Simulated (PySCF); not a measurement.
C2H6FInO, SMILES [OH][In]([F])[CH2]C.

Geometry optimised at r2SCAN-D4/def2-SVP. The def2 effective core potentials stand for the cores of In; spin–orbit coupling is left out. One conformer was computed; it need not be the lowest.

These are TDA-PBE/def2-SVPD (PySCF) values and carry that method's errors.

Vertical excitations. Isolated molecule, no solvent.

### Question
Estimate the UV-visible absorptions. (Estimate from the structure and the level; the computed values follow.)

### Answer

| state | energy (eV) | λ (nm) | f | main pairs |
|---|---|---|---|---|
| S1 | 4.75 | 261 | 0.016 | HOMO−1→LUMO 99 % |
| S2 | 5.18 | 239 | 0.122 | HOMO→LUMO 64 %, HOMO−1→LUMO+1 22 % |
| S3 | 5.31 | 233 | 0.007 | HOMO→LUMO+1 98 % |
| S4 | 5.61 | 221 | 0.007 | HOMO−2→LUMO 56 %, HOMO−1→LUMO+1 24 %, HOMO−4→LUMO 19 % |
| S5 | 5.70 | 217 | 0.018 | HOMO−3→LUMO 98 % |
| S6 | 5.86 | 212 | 0.136 | HOMO−2→LUMO 31 %, HOMO−4→LUMO 18 %, HOMO−1→LUMO+1 18 %, HOMO→LUMO 18 % |
| S7 | 6.26 | 198 | 0.001 | HOMO−2→LUMO+1 99 % |
| S8 | 6.31 | 196 | 0.069 | HOMO→LUMO+2 48 %, HOMO−4→LUMO 24 %, HOMO−1→LUMO+1 14 % |
| S9 | 6.43 | 193 | 0.004 | HOMO−1→LUMO+2 98 % |
| S10 | 6.52 | 190 | 0.038 | HOMO−3→LUMO+1 45 %, HOMO→LUMO+2 20 %, HOMO−4→LUMO 11 %, HOMO−1→LUMO+1 9 % |
| T1 | 4.13 | 300 | 0 | HOMO→LUMO 99 % |
| T2 | 4.38 | 283 | 0 | HOMO−1→LUMO 99 % |
| T3 | 5.02 | 247 | 0 | HOMO−1→LUMO+1 96 % |
| T4 | 5.05 | 245 | 0 | HOMO→LUMO+1 99 % |
Triplets are in the Tamm–Dancoff approximation.
